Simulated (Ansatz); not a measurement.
System (SMILES): F[C]F (closed-shell singlet).
Atoms: F1, C2, F3. Bonds: F1-C2, C2-F3.

Basis-set convergence of the optimised F1-C2 bond length at B3LYP with Ansatz (a program for electronic structure). All functions are spherical. The program fits the integrals of some runs and decomposes those of others, by size. No added dispersion term, no relativity. Reference: the value in def2-QZVPPD, 1.3025 Å, itself unsure by roughly 0.0003 Å (its mean distance from pcseg-3, def2-QZVPP, cc-pVQZ). Deviations are taken from unrounded values.

```json
[
 {"basis": "cc-pVDZ", "functions": "42", "optimised F1-C2 bond length (Å)": "1.3133"},
 {"basis": "aug-cc-pVDZ", "functions": "69", "optimised F1-C2 bond length (Å)": "1.3163"},
 {"basis": "def2-SVP", "functions": "42", "optimised F1-C2 bond length (Å)": "1.2988"},
 {"basis": "def2-SVPD", "functions": "66", "optimised F1-C2 bond length (Å)": "1.3028"},
 {"basis": "pcseg-1", "functions": "42", "optimised F1-C2 bond length (Å)": "1.3114"},
 {"basis": "aug-pcseg-1", "functions": "69", "optimised F1-C2 bond length (Å)": "1.3112"},
 {"basis": "6-311G**", "functions": "54", "optimised F1-C2 bond length (Å)": "1.3073"},
 {"basis": "6-311+G**", "functions": "66", "optimised F1-C2 bond length (Å)": "1.3078"},
 {"basis": "cc-pVTZ", "functions": "90", "optimised F1-C2 bond length (Å)": "1.3043"},
 {"basis": "aug-cc-pVTZ", "functions": "138", "optimised F1-C2 bond length (Å)": "1.3044"},
 {"basis": "pcseg-2", "functions": "90", "optimised F1-C2 bond length (Å)": "1.3038"},
 {"basis": "aug-pcseg-2", "functions": "138", "optimised F1-C2 bond length (Å)": "1.3036"},
 {"basis": "def2-TZVPP", "functions": "93", "optimised F1-C2 bond length (Å)": "1.3036"},
 {"basis": "def2-TZVPPD", "functions": "117", "optimised F1-C2 bond length (Å)": "1.3037"},
 {"basis": "def2-QZVPP", "functions": "171", "optimised F1-C2 bond length (Å)": "1.3029"},
 {"basis": "def2-QZVPPD", "functions": "195", "optimised F1-C2 bond length (Å)": "1.3025"}
]
```

What the diffuse functions change, pair by pair:
- cc-pVDZ to aug-cc-pVDZ: 27 more functions, deviation 0.0108 to 0.0138 Å
- def2-SVP to def2-SVPD: 24 more functions, deviation -0.0037 to 0.0004 Å
- pcseg-1 to aug-pcseg-1: 27 more functions, deviation 0.0089 to 0.0088 Å
- 6-311G** to 6-311+G**: 12 more functions, deviation 0.0048 to 0.0053 Å
- cc-pVTZ to aug-cc-pVTZ: 48 more functions, deviation 0.0018 to 0.0019 Å
- pcseg-2 to aug-pcseg-2: 48 more functions, deviation 0.0013 to 0.0011 Å
- def2-TZVPP to def2-TZVPPD: 24 more functions, deviation 0.0011 to 0.0012 Å
- def2-QZVPP to def2-QZVPPD: 24 more functions, deviation 0.0004 to 0.0000 Å

Leaving out the reference's own pair, they bring the value nearer the reference by more than 0.0003 Å in 1 of 7 pairs.
